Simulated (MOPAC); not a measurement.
Input file for MOPAC: PM3 on FH3S (a complex), monomers drawn apart or pushed together.

```
PM3 1SCF PRECISE CHARGE=0 THREADS=1
FH3S

F     -0.32197108 1     1.22989124 1     0.10261259 1
H     -0.03851373 1     0.65189799 1     0.78659770 1
S      0.51015621 1    -0.91904035 1     2.75543099 1
H     -0.06795841 1    -0.11441664 1     3.66303718 1
H     -0.60870397 1    -1.64482072 1     2.59179376 1
```

It printed:

```
*******************************************************************************
 **                                                                           **
 **                              MOPAC v23.2.5                                **
 **                                                                           **
 *******************************************************************************
 ** MOPAC's Digital Object Identifier: https://doi.org/10.5281/zenodo.6511958 **
 **                                                                           **
 ** Please cite the open-source release paper for use of this MOPAC version:  **
 ** J. E. Moussa and J. J. P. Stewart (2026)                                  **
 ** MOPAC: An open-source semiempirical molecular orbital program             **
 ** J. Open Source Softw., 11(119), 8025, https://doi.org/10.21105/joss.08025 **
 *******************************************************************************

                              PM3 CALCULATION RESULTS

 *******************************************************************************
 *  PM3        - The PM3 Hamiltonian to be used
 *
 *
 *
 *                 CHARGE ON SYSTEM = 0
 *
 *
 *
 *  PRECISE    - TIGHTER CRITERIA TO BE USED
 *  1SCF       - DO 1 SCF AND THEN STOP
 *  THREADS=1  - MULTI-THREADING NOT USED
 *  T=         - A TIME OF 172800.0 SECONDS REQUESTED
 *  DUMP=N     - RESTART FILE WRITTEN EVERY 7200.0 SECONDS REQUESTED
 *******************************************************************************
PM3 1SCF PRECISE CHARGE=0 THREADS=1
 FH3S

   ATOM   CHEMICAL          X               Y               Z
  NUMBER   SYMBOL      (ANGSTROMS)     (ANGSTROMS)     (ANGSTROMS)

     1       F         -0.32197108  *   1.22989124  *   0.10261259  *
     2       H         -0.03851373  *   0.65189799  *   0.78659770  *
     3       S          0.51015621  *  -0.91904035  *   2.75543099  *
     4       H         -0.06795841  *  -0.11441664  *   3.66303718  *
     5       H         -0.60870397  *  -1.64482072  *   2.59179376  *



          CARTESIAN COORDINATES

    NO.       ATOM           X           Y           Z

     1         F         -0.3220      1.2299      0.1026
     2         H         -0.0385      0.6519      0.7866
     3         S          0.5102     -0.9190      2.7554
     4         H         -0.0680     -0.1144      3.6630
     5         H         -0.6087     -1.6448      2.5918

  H: (PM3): J. J. P. STEWART, J. COMP. CHEM. 10, 209 (1989).
  F: (PM3): J. J. P. STEWART, J. COMP. CHEM. 10, 209 (1989).
  S: (PM3): J. J. P. STEWART, J. COMP. CHEM. 10, 209 (1989).

           Empirical Formula: H3 F S  =     5 atoms



      MOLECULAR POINT GROUP   :   Cs


      RHF CALCULATION, NO. OF DOUBLY OCCUPIED LEVELS = 8


 -------------------------------------------------------------------------------
 PM3 1SCF PRECISE CHARGE=0 THREADS=1
 FH3S



     1SCF WAS SPECIFIED, SO BFGS WAS NOT USED
     SCF FIELD WAS ACHIEVED


                              PM3 CALCULATION
                                                       MOPAC v23.2.5 Linux




          FINAL HEAT OF FORMATION =        -65.34938 KCAL/MOL =    -273.42179 KJ/MOL


          COSMO AREA              =         90.42 SQUARE ANGSTROMS
          COSMO VOLUME            =         68.29 CUBIC ANGSTROMS

          IONIZATION POTENTIAL    =         10.112620 EV
          HOMO LUMO ENERGIES (EV) =        -10.113  0.101
          NO. OF FILLED LEVELS    =          8
          MOLECULAR WEIGHT        =         54.0821         POINT GROUP:  Cs

          MOLECULAR DIMENSIONS (Angstroms)

            Atom       Atom       Distance
            H     4    F     1     3.81422
            H     5    H     4     1.88029
            H     4    S     3     0.88197


          SCF CALCULATIONS        =          1





   ATOM   CHEMICAL          X               Y               Z
  NUMBER   SYMBOL      (ANGSTROMS)     (ANGSTROMS)     (ANGSTROMS)

     1       F         -0.32197108  *   1.22989124  *   0.10261259  *
     2       H         -0.03851373  *   0.65189799  *   0.78659770  *
     3       S          0.51015621  *  -0.91904035  *   2.75543099  *
     4       H         -0.06795841  *  -0.11441664  *   3.66303718  *
     5       H         -0.60870397  *  -1.64482072  *   2.59179376  *

                             CARTESIAN COORDINATES

   1    F       -0.321971080     1.229891240     0.102612590
   2    H       -0.038513730     0.651897990     0.786597700
   3    S        0.510156210    -0.919040350     2.755430990
   4    H       -0.067958410    -0.114416640     3.663037180
   5    H       -0.608703970    -1.644820720     2.591793760


           Empirical Formula: H3 F S  =     5 atoms



      MOLECULAR POINT GROUP   :   Cs


                  EIGENVALUES
 -27.71900 -23.09284 -16.73453 -15.77404 -15.76157 -15.67837 -12.77069 -10.11262
   0.10078   0.81853   4.06392


              NET ATOMIC CHARGES AND DIPOLE CONTRIBUTIONS

  ATOM NO.   TYPE          CHARGE      No. of ELECS.   s-Pop       p-Pop
    1          F          -0.192394        7.1924     1.64904     5.54336
    2          H           0.176445        0.8236     0.82355
    3          S           0.003747        5.9963     1.88538     4.11087
    4          H           0.006102        0.9939     0.99390
    5          H           0.006100        0.9939     0.99390
 DIPOLE           X         Y         Z       TOTAL
 POINT-CHG.     0.254    -0.652     0.805     1.067
 HYBRID        -1.468    -0.308     1.182     1.909
 SUM           -1.214    -0.960     1.986     2.518


          ATOMIC ORBITAL ELECTRON POPULATIONS

     Atom    s        px        py        pz
    1  F   1.64904   1.95782   1.82704   1.75850
    2  H   0.82355
    3  S   1.88538   1.17766   1.38766   1.54555
    4  H   0.99390
    5  H   0.99390

 **********************
 *                    *
 * JOB ENDED NORMALLY *
 *                    *
 **********************




 == MOPAC DONE ==
```

The run finished.

Cost: roughly 0.020 core-seconds.
